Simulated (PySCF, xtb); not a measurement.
Al(H)(Me)(OH) (CH₅AlO), SMILES [CH3][AlH][OH].

GFN2-xTB (xtb) at its own geometry gives an orbital gap of 4.60 eV and a dipole moment of 1.41 D.

Geometry optimised at PBE0-D3(BJ)/def2-TZVP. The values are those of a single conformer.

### Question
What does PySCF with M06-2X/def2-TZVPD give? (The exact figures need the calculation; the answer reports its results.)

### Answer
gap 9.14 eV (levels -9.18 and -0.05 eV), dipole 0.71 D.
